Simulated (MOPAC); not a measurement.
MOPAC input (AM1):

```
AM1 FORCE THERMO(298,298) PRECISE LET GEO-OK AUX(PRECISION=9) THREADS=1
BI

B     0.00000000 1    0.00000000 1   -1.91440422 1
I    -0.00000000 1   -0.00000000 1    0.14163322 1
```

Output:

```
 *******************************************************************************
 **                                                                           **
 **                              MOPAC v23.2.5                                **
 **                                                                           **
 *******************************************************************************
 ** MOPAC's Digital Object Identifier: https://doi.org/10.5281/zenodo.6511958 **
 **                                                                           **
 ** Please cite the open-source release paper for use of this MOPAC version:  **
 ** J. E. Moussa and J. J. P. Stewart (2026)                                  **
 ** MOPAC: An open-source semiempirical molecular orbital program             **
 ** J. Open Source Softw., 11(119), 8025, https://doi.org/10.21105/joss.08025 **
 *******************************************************************************

                              AM1 CALCULATION RESULTS

 *******************************************************************************
 *  AM1        - The AM1 Hamiltonian to be used
 *  GEO-OK     - OVERRIDE INTERATOMIC DISTANCE AND OTHER SAFETY CHECKS
 *  LET        - OVERRIDE SOME SAFETY CHECKS
 *  PRECISE    - TIGHTER CRITERIA TO BE USED
 *  FORCE      - FORCE CALCULATION SPECIFIED
 *  AUX        - OUTPUT AUXILIARY INFORMATION
 *  THERMO     - THERMODYNAMIC QUANTITIES TO BE CALCULATED
 *******************************************************************************
AM1 FORCE THERMO(298,298) PRECISE LET GEO-OK AUX(PRECISION=9) THREADS=1
 BI

   ATOM   CHEMICAL          X               Y               Z
  NUMBER   SYMBOL      (ANGSTROMS)     (ANGSTROMS)     (ANGSTROMS)

     1       B          0.00000000  *   0.00000000  *  -1.91440422  *
     2       I         -0.00000000  *  -0.00000000  *   0.14163322  *

          CARTESIAN COORDINATES

    NO.       ATOM           X           Y           Z

     1         B          0.0000      0.0000     -1.9144
     2         I         -0.0000     -0.0000      0.1416

  B: (AM1): M.J.S. DEWAR ET AL, ORGANOMETALLICS, 7, 513-521 (1988)
  I: (AM1): M.J.S. DEWAR AND E. G. ZOEBISCH, THEOCHEM, 180, 1 (1988).

           Empirical Formula: B I  =     2 atoms

      MOLECULAR POINT GROUP   :   C*v

      RHF CALCULATION, NO. OF DOUBLY OCCUPIED LEVELS = 5

          HEAT OF FORMATION =      69.061670 KCALS/MOLE

          CARTESIAN COORDINATE DERIVATIVES

   NUMBER  ATOM         X            Y            Z

     1       B     -0.006860     0.000000     0.000000
     2       I      0.006860     0.000000     0.000000

 DIPOLE           X         Y         Z       TOTAL
 POINT-CHG.    -3.491     0.000     0.000     3.491
 HYBRID         0.259     0.000    -0.000     0.259
 SUM           -3.232     0.000     0.000     3.232

          GRADIENT NORM =   0.00970

          MOLECULAR WEIGHT =  137.71

          ROTATIONAL CONSTANTS IN CM(-1)

          A =    0.00000000   B =    0.40032380   C =    0.40032380

           PRINCIPAL MOMENTS OF INERTIA IN UNITS OF 10**(-40)*GRAM-CM**2

          A =        0.0000   B =       69.9253   C =       69.9253

          ORIENTATION OF MOLECULE IN FORCE CALCULATION

    NO.       ATOM         X         Y         Z

     1          B      -1.8946    0.0000    0.0000
     2          I       0.1614    0.0000   -0.0000

    FIRST DERIVATIVES WILL BE USED IN THE CALCULATION OF SECOND DERIVATIVES

    FOR POINT-GROUP C*v  THERE ARE  84 UNIQUE SYMMETRY FUNCTIONS.

(To convert to Hartree/Bohr^2, multiply by (10^(-21) x N x a0^2)/(4.184 x 627.51) =  0.0642)

           FORCE MATRIX IN MILLIDYNES/ANGSTROM

                  B  1       I  2
 ------------------------------
     B    1   3.342769
     I    2   3.342774   3.342780

          HEAT OF FORMATION =      69.061670 KCALS/MOLE

          ZERO POINT ENERGY       1.079 KCAL/MOL

           NORMAL COORDINATE ANALYSIS (Total motion = 1 Angstrom)

   Root No.       1

                 1 Sig

                 754.7

           1    0.9215
           2   -0.0000
           3   -0.0000
           4   -0.0785
           5    0.0000
           6    0.0000

           MASS-WEIGHTED COORDINATE ANALYSIS (NORMAL COORDINATES)

   Root No.       1

                 1 Sig

                 754.7

           1    0.9600
           2   -0.0000
           3   -0.0000
           4   -0.2802
           5    0.0000
           6    0.0000

          DESCRIPTION OF VIBRATIONS

 VIBRATION          1    1Sig        ATOM PAIR     ENERGY CONTRIBUTION    RADIAL
 FREQUENCY           754.69         B 1 -- I 2        +100.0% (100.0%)    100.0%
 TRANSITION DIPOLE   3.8597
 TRAVEL (Ang.)       0.0947
 REDUCED MASS        9.9615
 EFFECTIVE MASS     15.3197
 FORCE CONSTANT      3.3428

      SYMMETRY NUMBER FOR POINT-GROUP C*v =  1

          SYSTEM IS A GROUND STATE

 BI

          MOLECULE IS LINEAR

          THERE ARE  1 GENUINE VIBRATIONS IN THIS SYSTEM
          THIS THERMODYNAMICS CALCULATION IS LIMITED TO
          MOLECULES WHICH HAVE NO INTERNAL ROTATIONS

                    CALCULATED THERMODYNAMIC PROPERTIES
                                          *
   TEMP. (K)   PARTITION FUNCTION   H.O.F.    ENTHALPY  HEAT CAPACITY ENTROPY
                                   KCAL/MOL   CAL/MOLE    CAL/K/MOL  CAL/K/MOL

 298.00  VIB.     0.1027D+01                    57.9521     0.7276     0.2471
         ROT.     0.5174D+03                   592.1869     1.9872    14.4048
         INT.     0.5313D+03                   650.1389     2.7148    14.6519
         TRA.     0.1562D+28                  1480.4672     4.9680    40.6697
         TOT.                       69.062    2130.6061     7.6828    55.3216

   *: NOTE: HEATS OF FORMATION ARE RELATIVE TO THE
            ELEMENTS IN THEIR STANDARD STATE AT 298K
              (=  Standard Enthalpy of Formation).

            Hvib:  Zero-point energy is not included.
                   frequencies of less than zero cm-1 are not included.
            Hrot = (3/2)RT
            Htra = (3/2)RT + pV = (5/2)RT

            Heat capacity is Cp, not Cv

          For more information, see: HTTP://OpenMOPAC.net/Manual/thermochemistry.html

           FORCE CONSTANT IN CARTESIAN COORDINATES (Millidynes/A)

    ATOM   CHEMICAL       X               Y               Z
   NUMBER   SYMBOL  FORCE CONSTANT  FORCE CONSTANT  FORCE CONSTANT

      1       B        3.342775        0.000079        0.000079
      2       I        3.342774        0.000079        0.000079

 **********************
 *                    *
 * JOB ENDED NORMALLY *
 *                    *
 **********************

 == MOPAC DONE ==
```
